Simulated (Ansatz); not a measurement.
`[SH][GeH2][Cl]` + `C[Si](C)(O)P` → `[PH2][GeH2][SH]` + `C[Si](C)(O)Cl`  (redistribution)

Isolated molecules relaxed with PBE0-D4/def2-TZVP in Ansatz; ΔE leaves out vibrations. CCSD(T)/CBS adds triple-zeta CCSD(T) − MP2 to the extrapolated MP2 energy (def2 sets, frozen cores). DFT in def2-TZVPP. For Ge outer-core shells are correlated without core-valence functions, which leaves a few kJ/mol of doubt a bond. Scalar relativity is left out up to krypton. Each species was taken in one conformer, which may not be the lowest.

Q: Is it downhill or uphill in electronic energy at CCSD(T)/CBS, and by how much? (An estimate is asked.)

A: The calculation gave: Downhill: ΔE = -55.5 kJ/mol.

Q: What do these levels give: BLYP-D4, B2PLYP, PBE-QIDH, revPBE, r2SCANh, r2SCAN0, CAM-B3LYP, CCSD/def2-SVP, HF/def2-TZVPP, CCSD(T)/def2-TZVPP, HF/CBS(def2), CCSD/CBS(def2)? (Best estimate.)

A: Computed: BLYP-D4 -52.6, B2PLYP -54.9, PBE-QIDH -55.1, revPBE -51.3, r2SCANh -56.4, r2SCAN0 -56.8, CAM-B3LYP -54.8, CCSD/def2-SVP -52.8, HF/def2-TZVPP -52.9, CCSD(T)/def2-TZVPP -54.2, HF/CBS(def2) -52.5, CCSD/CBS(def2) -55.8 kJ/mol.

Q: What do rigid-rotor, harmonic-oscillator terms from PBE0-D4/def2-TZVP frequencies (298.15 K, 1 bar) make of the CCSD(T)/CBS value? (Best estimate.)

A: The calculation gave: ΔZPE = +1.0 kJ/mol, ΔH = -54.7 kJ/mol, ΔS = -3 J/(mol·K), ΔG = -53.9 kJ/mol.

Largest T1 diagnostic among the species: 0.012.

At CCSD(T), def2-SVP lies +3.2 kJ/mol from the extrapolated value and def2-TZVPP +1.3 kJ/mol. Leaving LDA and LC-ωPBE aside and taking each functional with its dispersion term where it has one, the values, not all of them listed here, spread over 5.8 kJ/mol, from r2SCAN0-D4 to revPBE-D4. LDA lies −3.8 kJ/mol from PBE without D4.
